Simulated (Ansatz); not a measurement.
Born–Oppenheimer molecular dynamics of C2H9NSSi2 (15 atoms, charge 0, multiplicity 1). It starts from a relaxed structure.

These are results of RKS B3LYP/STO-3G in Ansatz 0.2.0, not measurements.

```
ensemble                      : NVE (Milne-controlled integrator)
time step                     : 0.5 fs
steps asked                   : 192
starting velocities drawn for : 100 K
seed                          : 778475
```

First frame:

```xyz
15
Properties=species:S:1:pos:R:3
C 1.393 -1.633 -0.012
C 1.299 -0.129 0.388
Si -0.344 0.670 -0.104
N -0.478 0.572 -1.875
Si -2.146 0.674 1.146
S -0.942 2.453 0.939
H 1.245 -1.761 -1.095
H 2.380 -2.046 0.251
H 0.628 -2.230 0.508
H 2.128 0.417 -0.091
H 1.447 -0.032 1.475
H -1.306 1.118 -2.226
H 0.347 1.036 -2.337
H -2.189 0.087 2.469
H -3.483 0.752 0.596
```

Task: How far do the bonds stretch over the last three quarters of this one trajectory? (Pairs bonded in most of those frames.)

Result: 
| bond | mean (Å) | spread (Å) | shortest | longest |
| --- | --- | --- | --- | --- |
| C1–C2 | 1.559 | 0.007 | 1.55 | 1.57 |
| C1–H7 | 1.101 | 0.009 | 1.09 | 1.12 |
| C1–H8 | 1.103 | 0.012 | 1.08 | 1.12 |
| C1–H9 | 1.102 | 0.004 | 1.10 | 1.11 |
| C2–Si3 | 1.889 | 0.013 | 1.87 | 1.91 |
| C2–H10 | 1.103 | 0.010 | 1.09 | 1.12 |
| C2–H11 | 1.102 | 0.009 | 1.09 | 1.12 |
| Si3–N4 | 1.776 | 0.013 | 1.76 | 1.80 |
| Si3–Si5 | 2.190 | 0.009 | 2.18 | 2.21 |
| Si3–S6 | 2.149 | 0.010 | 2.14 | 2.17 |
| N4–H12 | 1.052 | 0.010 | 1.04 | 1.07 |
| N4–H13 | 1.052 | 0.007 | 1.04 | 1.07 |
| Si5–S6 | 2.157 | 0.027 | 2.12 | 2.20 |
| Si5–H14 | 1.450 | 0.017 | 1.42 | 1.47 |
| Si5–H15 | 1.449 | 0.008 | 1.44 | 1.46 |

Mean temperature of the second half: 52 K. The conserved energy stayed within 0.0051 meV per atom of its start (net change -0.00047 meV per atom), so the integration is sound. The temperature averaged 0.52 of the 100 K drawn at the start: a run that starts near a minimum puts about half its kinetic energy into the potential. A run of 0.096 ps of so small a system gives no equilibrium averages. Limits of this set-up: minimal basis.

The run took 31 min on 1 thread of AMD EPYC (Zen 3), on a shared host, peak memory 0.15 GiB.
